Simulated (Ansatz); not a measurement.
Relaxation of AlCl2H3S (7 atoms, charge 0, multiplicity 1), to a largest force component of 0.03 eV/Å in at most 50 steps.

Level of theory: RKS r2SCAN-D4/def2-SVP (Ansatz).

```xyz
7
Properties=species:S:1:pos:R:3
Al 0.116 -0.705 -0.495
H -0.032 -0.003 2.165
Cl 1.823 0.443 -0.850
Cl -1.768 0.024 -1.041
S 0.336 -2.754 0.366
H -0.998 -2.966 0.332
H 0.022 -0.681 1.923
```

Q: Where does it end, and by what steps?

A: The run converged. After 6 steps the energy has fallen by 0.161 eV; H2 moved furthest, 0.44 Å.

| step | energy less start (eV) | largest force component (eV/Å) | accepted |
| --- | --- | --- | --- |
| 0 | 0.0000 | 1.726 | yes |
| 1 | -0.1086 | 0.726 | yes |
| 2 | -0.1240 | 0.375 | yes |
| 3 | -0.1452 | 0.178 | yes |
| 4 | -0.1470 | 0.704 | yes |
| 5 | -0.1564 | 0.337 | yes |
| 6 | -0.1611 | 0.018 | yes |

```xyz
7
Properties=species:S:1:pos:R:3
Al 0.109 -0.768 -0.275
H -0.009 0.236 1.794
Cl 1.823 0.379 -0.641
Cl -1.778 0.013 -0.763
S 0.340 -2.885 0.176
H -0.994 -3.108 0.146
H 0.009 -0.511 1.962
```

Whether the end is a true minimum wasn't checked by a vibrational analysis.

Time of the run: 32 s on 2 threads of Arm Neoverse V1, with other jobs on the host, peak memory 0.15 GiB.
